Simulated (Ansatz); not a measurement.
Reaction (substitution at a C–Si bond): `C=C[SiH2]C=N` + `OC[SeH]` → `C=C[Se]CO` + `N=C[SiH3]`

Calculated with Ansatz (gas phase, PBE0-D4/def2-TZVP geometries, no zero-point term in ΔE). CCSD(T)/CBS adds triple-zeta CCSD(T) − MP2 to the extrapolated MP2 energy (def2 sets, frozen cores). DFT in def2-TZVPP. B3LYP here is the variant with VWN-RPA as its local correlation; programs differ in this. For Se outer-core shells are correlated without core-valence functions, which leaves a few kJ/mol of doubt a bond. Scalar relativity is left out up to krypton. One conformer a species, not always the lowest.

`C=C[SiH2]C=N`:

```xyz
12

C     2.291   -0.053    0.326
C     1.125    0.560    0.148
Si   -0.227   -0.145   -0.903
C    -1.858   -0.220    0.053
N    -1.933    0.317    1.202
H     2.512   -1.010   -0.139
H     3.076    0.368    0.948
H     0.952    1.510    0.649
H    -0.486    0.682   -2.117
H     0.140   -1.515   -1.355
H    -2.724   -0.716   -0.415
H    -2.869    0.221    1.602
```

`OC[SeH]`:

Cartesian coordinates in Å:
```
O -0.138 -0.238 -1.394
C 0.299 -0.447 -0.093
Se -0.999 0.036 1.311
H -0.374 0.688 -1.500
H 1.224 0.084 0.145
H 0.463 -1.517 0.024
H -0.475 1.394 1.506
```

`C=C[Se]CO`:

Z-matrix (Å, degrees):
```
C
O 1 1.389
Se 1 1.962 2 115.0
H 1 1.096 2 112.9 3 121.9
H 1 1.089 2 107.7 3 -117.6
H 2 0.962 1 108.8 3 -57.0
C 3 1.894 1 95.8 2 80.6
C 7 1.326 3 124.2 1 -144.7
H 7 1.088 3 114.6 1 39.2
H 8 1.084 7 122.1 3 4.2
H 8 1.085 7 120.6 3 -174.9
```

`N=C[SiH3]`:

Z-matrix (Å, degrees):
```
Si
C 1 1.889
H 1 1.488 2 108.9
H 1 1.481 2 109.8 3 -121.3
H 1 1.488 2 108.9 3 117.3
N 2 1.269 1 119.7 3 121.5
H 2 1.102 1 118.3 3 -58.6
H 6 1.023 2 111.5 1 180.0
```

```csv
level,ΔE (kJ/mol),difference from CCSD(T)/CBS
PBE-D4,26.3,-5.6
r2SCAN-D4,29.5,-2.4
PBE0-D4,30.9,-1.0
B3LYP-D4,31.0,-0.9
ωB97X-V,32.5,0.6
ωB97M-V,34.5,2.6
B2PLYP,30.4,-1.5
PBE,26.5,-5.4
r2SCAN,29.4,-2.5
PBE0,31.0,-0.9
B3LYP,31.5,-0.4
HF/def2-TZVPP,40.2,8.3
MP2/def2-TZVPP,26.4,-5.5
SCS-MP2/def2-TZVPP,27.7,-4.2
CCSD/def2-TZVPP,32.8,0.9
CCSD(T)/def2-TZVPP,30.3,-1.6
HF/def2-QZVPP,40.3,8.4
MP2/def2-QZVPP,27.4,-4.5
SCS-MP2/def2-QZVPP,28.8,-3.1
HF/CBS(def2),40.3,8.4
MP2/CBS(def2),28.0,-3.9
CCSD/CBS(def2),34.4,2.5
CCSD(T)/CBS,31.9,0
```

Largest T1 diagnostic among the species: 0.012.

In def2-TZVPP, CCSD(T) changes the Hartree–Fock value by −9.9 kJ/mol (the triples alone add −2.5 kJ/mol) and MP2 by −13.8 kJ/mol. From PBE to PBE0 (25 % exact exchange), in def2-TZVPP and without D4, ΔE moves by +4.5 kJ/mol.
